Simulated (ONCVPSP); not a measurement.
## PBE ONCV dataset for V, non-relativistic all-electron reference.

```
Element                 : V (Z = 23)
Generator               : ONCVPSP 4.0.1
Type                    : optimised norm-conserving Vanderbilt (ONCV)
Functional              : PBE
Relativity              : non-relativistic
Frozen core             : [Ne]
Valence charge          : 13
Reference configuration : 3s2 3p6 3d3 4s2
Partial waves           : 3s+4s: rc 1.35 bohr, ncon 5, nbas 8, qcut 11.1 1/bohr, 2 projectors; 3p: rc 1.30 bohr, ncon 3, nbas 6, qcut 9.1 1/bohr, 2 projectors, debl 0.6 Ha; 3d: rc 1.85 bohr, ncon 4, nbas 8, qcut 8.7 1/bohr, 2 projectors, debl 3.7 Ha; f scattering state at 0.27 Ha: rc 1.40 bohr, ncon 5, nbas 8, qcut 6.9 1/bohr, 2 projectors, debl 2.4 Ha
Local potential         : polynomial inside 1.00 bohr (lpopt 1, dvloc0 7 Ha)
Core correction         : Teter function, parameters optimised by the program
```

In the p channel the program set the typed energies aside and used -1.613, 0.250 Ha.

What the tests gave:

| Quantity | Value |
| --- | --- |
| Cutoffs needed | 41 Ha and 49 Ha (the cutoffs (Ha) at which the residual kinetic energy of the hardest occupied pseudo-wave falls to 1 and 0.1 mHa per electron) |
| Ghost test | no bound ghost flagged; no localised positive-energy state flagged |
| Largest excitation error | -42 meV (all-electron minus pseudo) for 3s2 3p6 3d3 4s0, out of 4 test configurations |
| rms error of d²Exc/dni dnj | 1.21 mHa without and 0.22 mHa with the model core |

Generation and tests took about 7.2 s on one core of a shared server CPU.
